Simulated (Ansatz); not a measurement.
Basis-set series for `C[S][GeH]([CH3])[Cl]`. The species carries charge 0 and has multiplicity 1. The structure was optimised at the PBE0-D4/def2-TZVP level. It is one conformer, not always the lowest.

```csv
functional,basis,functions,energy (Eh),HOMO (eV),LUMO (eV)
PBE0-D4,def2-TZVPP,292,-3015.31471,-6.95,-0.05
PBE0-D4,def2-QZVPP,553,-3015.38970,-6.98,-0.24
ωB97M-V,def2-TZVPP,292,-3015.74222,-9.15,1.77
ωB97M-V,def2-QZVPP,553,-3015.81508,-9.18,1.34
```

(1) Give the rows for def2-SVP. (Best estimate.)

## Answers

(1) Ansatz gave: 
| functional | basis | functions | energy (Eh) | HOMO (eV) | LUMO (eV) |
| --- | --- | --- | --- | --- | --- |
| PBE0-D4 | def2-SVP | 131 | -3014.66350 | -6.85 | 0.24 |
| ωB97M-V | def2-SVP | 131 | -3015.08832 | -9.02 | 2.19 |

Positive LUMOs are unbound and depend on the basis. Scalar relativity is left out up to krypton.
